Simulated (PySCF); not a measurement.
**Rh²⁺ (rhodium, charge +2): UHF calculation**

Configuration: [Kr] 4d7, high-spin 4F determinant. Calculation: PySCF 2.14, in cc-pVTZ-PP with ECP28MDF (5s5p4d2f1g, 63 functions); a scalar-relativistic core potential.

```json
{
  "Total energy": "-108.566247 hartree",
  "One-electron energy": "-181.0205 hartree",
  "Hartree (Coulomb) energy": "82.6966 hartree",
  "Exchange energy": "-10.2423 hartree",
  "⟨S²⟩": "3.7549",
  "⟨L²⟩": "12.057",
  "Sum of ⟨r⟩": "18.69 bohr",
  "Sum of ⟨r²⟩": "27.32 bohr²",
  "Time after the integrals": "0.39 s of wall time on 1 thread of Neoverse-V1 (shared host)"
}
```

| shell | electrons | mean orbital energy (hartree) | spread (hartree) | rms radius, mean of both spins (bohr) |
| --- | --- | --- | --- | --- |
| 4s α | 1 | -4.59796 | 0 | 1.06 |
| 4s β | 1 | -4.38750 | 0 | 1.06 |
| 4p α | 3 | -3.24762 | 0 | 1.16 |
| 4p β | 3 | -2.98434 | 0 | 1.16 |
| 4d α | 5 | -1.23167 | 0.04517 | 1.56 |
| 4d β | 2 | -1.13615 | 0 | 1.56 |

Energies and moments cover only the electrons outside the core potential.
